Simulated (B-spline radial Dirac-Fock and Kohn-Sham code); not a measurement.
Compton profile of Ta³³⁺

System: Ta³³⁺, configuration [Kr] 4d4.

The computed values come from a radial finite-basis atomic code: the impulse approximation on configuration-average Dirac-Fock orbitals. pz is in atomic units of momentum; subshell profiles are per electron, for a selection of subshells; open shells are spread over both j values by their weights.

```tsv
pz	J total	J 3p1/2	J 3d3/2	J 4p3/2	J 4d5/2
0	2.140	0.0470	0.0325	0.0966	0.0722
0.41	2.134	0.0470	0.0325	0.0966	0.0722
0.58	2.127	0.0470	0.0325	0.0965	0.0722
0.82	2.114	0.0470	0.0325	0.0964	0.0722
1.2	2.083	0.0469	0.0325	0.0958	0.0722
1.6	2.037	0.0469	0.0325	0.0942	0.0721
2.3	1.928	0.0467	0.0325	0.0880	0.0716
3.3	1.716	0.0459	0.0324	0.0707	0.0683
4.7	1.380	0.0432	0.0322	0.0394	0.0555
6.7	0.9928	0.0360	0.0311	0.0126	0.0281
9.5	0.6888	0.0223	0.0271	0.00850	0.00675
13	0.4520	0.00897	0.0191	0.00526	0.00369
19	0.2220	0.00207	0.00769	0.000804	0.00249
27	0.1001	0.00173	0.00184	0.000541	0.000660
38	0.04102	0.000998	0.000272	0.000280	9.31e-05
54	0.01513	0.000287	2.50e-05	6.42e-05	7.63e-06
77	0.005140	5.33e-05	1.70e-06	8.93e-06	< 1e-6
```

J(0) = 2.140. The 4p3/2 subshell gives the largest part, 18 %.

Mean momentum ⟨p⟩ by subshell (a.u.): 1s1/2 75.5, 2s1/2 27.0, 2p1/2 35.6, 2p3/2 31.6, 3s1/2 13.8, 3p1/2 16.4, 3p3/2 15.3, 3d3/2 18.3, 3d5/2 17.9, 4s1/2 8.04, 4p1/2 9.01, 4p3/2 8.60, 4d3/2 9.70, 4d5/2 9.55.
